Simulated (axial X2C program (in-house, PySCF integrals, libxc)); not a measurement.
## How the levels of PmF (f5 s1 orbitals) move with the bond length

Computed with an axial X2C code built on PySCF integrals: two-component X2C with atomic mean-field Coulomb terms (Gaunt term off), basis Pm dyall-v3z, F dyall-av3z (cores contracted in-house). Orbitals come from Hartree–Fock averaged over the configuration Pm f5 s1; CI then distributes these electrons over the f, s shells of Pm.

At R = 2.129 Å:

```
Ω  energy (cm⁻¹)     g∥  μ (D)  configuration
0              0   0.00  -2.97     100% f5 s1
1             93   1.85  -2.96     100% f5 s1
2            385   4.21  -2.95     100% f5 s1
0            549   0.00  -2.97     100% f5 s1
1            675   1.59  -2.95     100% f5 s1
3            905   7.06  -2.94     100% f5 s1
2           1017   2.60  -2.88     100% f5 s1
0           1303   0.00  -2.96     100% f5 s1
1           1387   1.56  -2.93     100% f5 s1
2           1594   2.77  -2.86     100% f5 s1
4           1672  10.16  -2.93     100% f5 s1
3           1709   6.17  -2.87     100% f5 s1
0           1744   0.00  -2.96     100% f5 s1
1           1818   1.38  -2.96     100% f5 s1
```

g∥ is the magnitude of 2⟨Lz + ge Sz⟩ for the +Ω component. μ is positive if the F end is positive. The lowest 14 levels at most are listed.

At R = 2.512 Å:

```json
{"Ω": "0", "energy (cm⁻¹)": "0", "g∥": "0.00", "μ (D)": "-5.34", "configuration": "100% f5 s1"}
{"Ω": "1", "energy (cm⁻¹)": "92", "g∥": "1.87", "μ (D)": "-5.33", "configuration": "100% f5 s1"}
{"Ω": "2", "energy (cm⁻¹)": "378", "g∥": "4.04", "μ (D)": "-5.32", "configuration": "100% f5 s1"}
{"Ω": "0", "energy (cm⁻¹)": "568", "g∥": "0.00", "μ (D)": "-5.33", "configuration": "100% f5 s1"}
{"Ω": "1", "energy (cm⁻¹)": "666", "g∥": "1.33", "μ (D)": "-5.32", "configuration": "100% f5 s1"}
{"Ω": "3", "energy (cm⁻¹)": "892", "g∥": "6.83", "μ (D)": "-5.31", "configuration": "100% f5 s1"}
{"Ω": "2", "energy (cm⁻¹)": "945", "g∥": "2.17", "μ (D)": "-5.27", "configuration": "100% f5 s1"}
{"Ω": "0", "energy (cm⁻¹)": "1313", "g∥": "0.00", "μ (D)": "-5.32", "configuration": "100% f5 s1"}
{"Ω": "1", "energy (cm⁻¹)": "1373", "g∥": "1.56", "μ (D)": "-5.31", "configuration": "100% f5 s1"}
{"Ω": "2", "energy (cm⁻¹)": "1523", "g∥": "2.97", "μ (D)": "-5.27", "configuration": "100% f5 s1"}
{"Ω": "3", "energy (cm⁻¹)": "1635", "g∥": "6.06", "μ (D)": "-5.27", "configuration": "100% f5 s1"}
{"Ω": "4", "energy (cm⁻¹)": "1651", "g∥": "9.93", "μ (D)": "-5.30", "configuration": "100% f5 s1"}
{"Ω": "0", "energy (cm⁻¹)": "1771", "g∥": "0.00", "μ (D)": "-5.33", "configuration": "100% f5 s1"}
{"Ω": "1", "energy (cm⁻¹)": "1846", "g∥": "1.45", "μ (D)": "-5.33", "configuration": "100% f5 s1"}
```

The lowest level lies 4796 cm⁻¹ above the lowest at the first distance.

Task: How does the gap from the lowest to the fifth level change between the two distances?

Result: From 675 to 666 cm⁻¹, a factor of 0.99.

Dynamic correlation is missing, so gaps between terms are too wide and other configurations may lie lower; the lowest level listed is that of this model, not necessarily the ground state. At most 4 roots were kept for each Ω > 0 (twice that for Ω = 0) within 2.2 eV of the lowest, so higher up levels can be missing between those listed; levels with Ω > 0 are doubly degenerate and listed once, Ω = 0 levels singly.
